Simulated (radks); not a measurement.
Values are calculated unless marked as measured or tabulated.
Problem. All-electron atom: Cu2.875+ in [Ar] 3d(3/2: 4, 5/2: 4.125) (fractional occupations, a model configuration). Code: a radial shooting solver on a logarithmic mesh with Libxc functionals. Model: Dirac Kohn-Sham, PBE, spin-unpolarised, spherical densities, point nucleus. Some entries of the table are withheld. Estimate them.

| orbital | occ. | eigenvalue (hartree) | <r> (bohr) |
|---|---|---|---|
| 1s1/2 | 2 | (1) | 0.05213 |
| 2s1/2 | 2 | -40.66016 | 0.2350 |
| 2p1/2 | 2 | (2) | 0.2042 |
| 2p3/2 | 4 | (3) | 0.2075 |
| 3s1/2 | 2 | (4) | 0.7059 |
| 3p1/2 | 2 | -4.29436 | (5) |
| 3p3/2 | 4 | -4.19712 | (6) |
| 3d3/2 | 4 | (7) | (8) |
| 3d5/2 | 4.125 | (9) | (10) |

Solution. 
(1) 1s1/2 eigenvalue (hartree): -326.7997
(2) 2p1/2 eigenvalue (hartree): -35.81718
(3) 2p3/2 eigenvalue (hartree): -35.06420
(4) 3s1/2 eigenvalue (hartree): -5.80333
(5) 3p1/2 <r> (bohr): 0.7310
(6) 3p3/2 <r> (bohr): 0.7409
(7) 3d3/2 eigenvalue (hartree): -1.70927
(8) 3d3/2 <r> (bohr): 0.8611
(9) 3d5/2 eigenvalue (hartree): -1.69733
(10) 3d5/2 <r> (bohr): 0.8658
